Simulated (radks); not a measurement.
Charge is removed step by step from the 5p3/2 level of neutral lutetium, starting from [Kr] 4d10 4f14 5s2 5p(1/2: 2, 3/2: 4) 5d1 6s2. All-electron calculation, Dirac Kohn-Sham, PBE, spin-unpolarised, spherical densities, finite nucleus; open shells fill j = l - 1/2 first; Fermi nuclear charge, rms radius 5.37 fm. Program: a radial shooting solver on a logarithmic mesh with Libxc functionals.

removed (e)	E - E(0) (eV)	eigenvalue (eV)	E minus straight line (eV)
0	0.000	-29.571	0.000
0.125	3.773	-30.805	-0.593
0.25	7.704	-32.098	-1.027
0.375	11.799	-33.439	-1.297
0.5	16.065	-34.822	-1.396
0.625	20.507	-36.242	-1.320
0.75	25.127	-37.695	-1.065
0.875	29.932	-39.178	-0.626
1	34.923	-40.688	0.000

Removing the whole electron costs 34.923 eV by Delta-SCF, against 29.571 eV from minus the eigenvalue at the starting occupation. Slater's transition state (half an electron removed) gives 34.822 eV. Integrating minus the eigenvalue over the occupation (Janak's theorem) gives 34.923 eV. The mean slope of the eigenvalue, de/dn, is 11.1 eV per electron.
